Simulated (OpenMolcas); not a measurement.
## GaH2ClO (SMILES [OH][GaH][Cl]): the vertical energy of the triplet above the singlet, rung by rung

The species is GaH2ClO (5 atoms), meant as a singlet with charge 0. SMILES: `[OH][GaH][Cl]`. The shape is that of a PBE0-D4/def2-TZVP optimisation. This is one conformer, not always the lowest.

```xyz
5

O    -1.1524    0.5160   -0.4969
Ga    0.4700    0.2081    0.1462
Cl    0.9275   -1.8566    0.5046
H    -1.6723   -0.2818   -0.6223
H     1.4772    1.3406    0.4269
```

Quantity: the vertical energy of the triplet above the singlet, in eV. The values are calculated.

```json
{"level": "HF/def2-SVPD", "kind": "Hartree–Fock", "program": "OpenMolcas", "value (eV)": "6.74", "CPU time (all runs)": "1.7 min"}
{"level": "BLYP/def2-SVPD", "kind": "GGA", "program": "OpenMolcas", "value (eV)": "5.77", "CPU time (all runs)": "2.3 min"}
{"level": "revPBE/def2-SVPD", "kind": "GGA", "program": "OpenMolcas", "value (eV)": "5.75", "CPU time (all runs)": "3 min"}
{"level": "M06-L/def2-SVPD", "kind": "meta-GGA", "program": "OpenMolcas", "value (eV)": "6.27", "CPU time (all runs)": "3.6 min"}
{"level": "TPSS/def2-SVPD", "kind": "meta-GGA", "program": "OpenMolcas", "value (eV)": "5.85", "CPU time (all runs)": "3.5 min"}
{"level": "B3LYP/def2-SVPD", "kind": "global hybrid", "program": "OpenMolcas", "value (eV)": "6.18", "CPU time (all runs)": "1.9 min"}
{"level": "M06-2X/def2-SVPD", "kind": "hybrid meta-GGA", "program": "OpenMolcas", "value (eV)": "6.68", "CPU time (all runs)": "3.4 min"}
{"level": "PBE0/def2-SVPD", "kind": "global hybrid", "program": "OpenMolcas", "value (eV)": "6.23", "CPU time (all runs)": "1.8 min"}
```

All-electron rows without a relativistic Hamiltonian named are non-relativistic. The values span 5.75 to 6.74 eV. The upper state's dipole differs much between rows, so they may not all be the same state. Times are those of the runs behind each value, whatever else they computed, on shared processors of several kinds: orders of magnitude only.
